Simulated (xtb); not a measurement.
xtb input (GFN2-xTB):

```bash
xtb mol.xyz --gfn 2 --sp --chrg 0 --uhf 0
```
mol.xyz:
```
14

C      1.60290975    -0.92331109    -0.64587118
Ge    -0.00310124    -0.00348306    -0.01784364
C     -1.60305559    -1.12550630    -0.04920327
C     -0.26707531     1.74869684    -0.84243858
F      0.29470408     0.33098710     1.69564187
H      1.50914261    -1.17178492    -1.70411366
H      1.75135333    -1.84393735    -0.08217415
H      2.47593996    -0.28507514    -0.51239585
H     -2.44084456    -0.59516903     0.40267566
H     -1.42663335    -2.04436799     0.50928660
H     -1.86534211    -1.38460838    -1.07608232
H     -1.11652346     2.25395076    -0.38363704
H     -0.45913693     1.64067528    -1.91101350
H      0.62227438     2.36361401    -0.70724779
```

End of the output:

```
         :::::::::::::::::::::::::::::::::::::::::::::::::::::
         ::                     SUMMARY                     ::
         :::::::::::::::::::::::::::::::::::::::::::::::::::::
         :: total energy             -17.702895158100 Eh    ::
         :: gradient norm              0.017845050808 Eh/a0 ::
         :: HOMO-LUMO gap              8.500986351307 eV    ::
         ::.................................................::
         :: SCC energy               -17.879879412751 Eh    ::
         :: -> isotropic ES            0.015276657533 Eh    ::
         :: -> anisotropic ES          0.003517928632 Eh    ::
         :: -> anisotropic XC          0.007017123040 Eh    ::
         :: -> dispersion             -0.007241719771 Eh    ::
         :: repulsion energy           0.176984254651 Eh    ::
         :: add. restraining           0.000000000000 Eh    ::
         :: total charge              -0.000000000000 e     ::
         :::::::::::::::::::::::::::::::::::::::::::::::::::::

           -------------------------------------------------
          |                Property Printout                |
           -------------------------------------------------

    * Orbital Energies and Occupations

         #    Occupation            Energy/Eh            Energy/eV
      -------------------------------------------------------------
         1        2.0000           -0.7616351             -20.7251
       ...           ...                  ...                  ...
         4        2.0000           -0.5853951             -15.9294
         5        2.0000           -0.5620132             -15.2932
         6        2.0000           -0.4874902             -13.2653
         7        2.0000           -0.4839370             -13.1686
         8        2.0000           -0.4839370             -13.1686
         9        2.0000           -0.4778833             -13.0039
        10        2.0000           -0.4778833             -13.0039
        11        2.0000           -0.4732151             -12.8768
        12        2.0000           -0.4596475             -12.5076
        13        2.0000           -0.4596475             -12.5076
        14        2.0000           -0.4570338             -12.4365
        15        2.0000           -0.4125095             -11.2250
        16        2.0000           -0.4125095             -11.2250 (HOMO)
        17                         -0.1001040              -2.7240 (LUMO)
        18                         -0.0604825              -1.6458
        19                         -0.0006206              -0.0169
        20                         -0.0006206              -0.0169
        21                          0.1472162               4.0060
        22                          0.1472162               4.0060
        23                          0.1571928               4.2774
        24                          0.1671801               4.5492
        25                          0.1745243               4.7490
        26                          0.1745243               4.7490
        27                          0.1964105               5.3446
       ...                                ...                  ...
        34                          1.0133287              27.5741
      -------------------------------------------------------------
                  HL-Gap            0.3124055 Eh            8.5010 eV
             Fermi-level           -0.2563068 Eh           -6.9745 eV

     #   Z          covCN         q      C6AA      α(0)
     1   6 C        3.663    -0.153    23.766     6.993
     2  32 Ge       3.383     0.274   174.304    24.117
     3   6 C        3.663    -0.153    23.766     6.993
     4   6 C        3.663    -0.153    23.766     6.993
     5   9 F        0.714    -0.308    12.417     4.161
     6   1 H        0.924     0.047     2.354     2.399
     7   1 H        0.925     0.059     2.216     2.328
     8   1 H        0.925     0.059     2.216     2.328
     9   1 H        0.925     0.059     2.216     2.328
    10   1 H        0.925     0.059     2.216     2.328
    11   1 H        0.924     0.047     2.354     2.399
    12   1 H        0.925     0.059     2.216     2.328
    13   1 H        0.924     0.047     2.354     2.399
    14   1 H        0.925     0.059     2.216     2.328

 Mol. C6AA /au·bohr⁶  :       1984.294471
 Mol. C8AA /au·bohr⁸  :      70153.822719
 Mol. α(0) /au        :         70.424101

Wiberg/Mayer (AO) data.
largest (>0.10) Wiberg bond orders for each atom

 ---------------------------------------------------------------------------
     #   Z sym  total        # sym  WBO       # sym  WBO       # sym  WBO
 ---------------------------------------------------------------------------
     1   6 C    3.991 --     6 H    0.970     8 H    0.965     7 H    0.965
                             2 Ge   0.872
     2  32 Ge   3.875 --     5 F    1.033     3 C    0.872     1 C    0.872
                             4 C    0.872
     3   6 C    3.991 --    11 H    0.970    10 H    0.965     9 H    0.965
                             2 Ge   0.872
     4   6 C    3.991 --    13 H    0.970    12 H    0.965    14 H    0.965
                             2 Ge   0.872
     5   9 F    1.168 --     2 Ge   1.033
     6   1 H    0.998 --     1 C    0.970
     7   1 H    0.997 --     1 C    0.965
     8   1 H    0.997 --     1 C    0.965
     9   1 H    0.997 --     3 C    0.965
    10   1 H    0.997 --     3 C    0.965
    11   1 H    0.998 --     3 C    0.970
    12   1 H    0.997 --     4 C    0.965
    13   1 H    0.998 --     4 C    0.970
    14   1 H    0.997 --     4 C    0.965
 ---------------------------------------------------------------------------

Topologies differ in total number of bonds
Writing topology from bond orders to xtbtopo.mol

molecular dipole:
                 x           y           z       tot (Debye)
 q only:       -0.183      -0.206      -1.055
   full:       -0.226      -0.254      -1.299       3.413
molecular quadrupole (traceless):
                xx          xy          yy          xz          yz          zz
 q only:        2.113      -0.220       2.062      -1.127      -1.265      -4.174
  q+dip:        2.492      -0.259       2.431      -1.329      -1.492      -4.923
   full:        2.685      -0.280       2.620      -1.432      -1.608      -5.306
Note: The following floating-point exceptions are signalling: IEEE_UNDERFLOW_FLAG IEEE_DENORMAL
normal termination of xtb

           -------------------------------------------------
          | TOTAL ENERGY              -17.702895158100 Eh   |
          | GRADIENT NORM               0.017845050808 Eh/α |
          | HOMO-LUMO GAP               8.500986351307 eV   |
           -------------------------------------------------

------------------------------------------------------------------------
------------------------------------------------------------------------
 total:
 SCF:
```
